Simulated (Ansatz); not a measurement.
The first iterations of a band of CH3FOSi (7 atoms, charge 0, multiplicity 1).

Method: UKS PBE/def2-SVP in Ansatz.

```
movable images  : 5
climbing image  : yes
spring          : 5.0 eV/Å²
optimiser       : quadratic models (default)
start path      : through a guess of the saddle point
force threshold : 0.5 eV/Å
iteration limit : 60
end points      : relaxed
```

First end point:

```xyz
7
Properties=species:S:1:pos:R:3
C -0.500 0.231 0.593
O 0.665 0.702 -0.075
Si 1.575 0.036 -1.312
F 0.760 -1.387 -1.597
H -0.829 -0.755 0.202
H -0.289 0.140 1.680
H -1.321 0.966 0.464
```

Last end point:

```xyz
7
Properties=species:S:1:pos:R:3
C -0.234 -0.317 1.175
O 0.188 0.607 0.426
Si 0.894 0.530 -1.278
F 0.239 -0.963 -1.657
H -0.399 -1.338 0.771
H -0.413 -0.089 2.244
H -0.213 1.501 -1.728
```

| iteration | highest image above the first end (eV) | largest band force component (eV/Å) |
| --- | --- | --- |
| 1 | 6.568 | 6.284 |
| 2 | 5.668 | 3.226 |
| 3 | 4.600 | 1.802 |

Question: Does the band converge within its limit, and where does its top end?

Answer: The forces met the threshold. It ended after 9 iterations with the highest image 4.097 eV above the first end. The threshold of 0.5 eV/Å is loose, so the images may lie well off the minimum-energy path. Neighbouring images differ by up to 2.4 eV, so the band resolves the path poorly. The order of the stationary point at the top wasn't checked. The orbitals stay closed-shell, which can raise the energy where a bond breaks towards radicals; this wasn't checked here.

The run took 110 s on 2 threads of Arm Neoverse V1, on a shared host, peak memory 0.16 GiB.
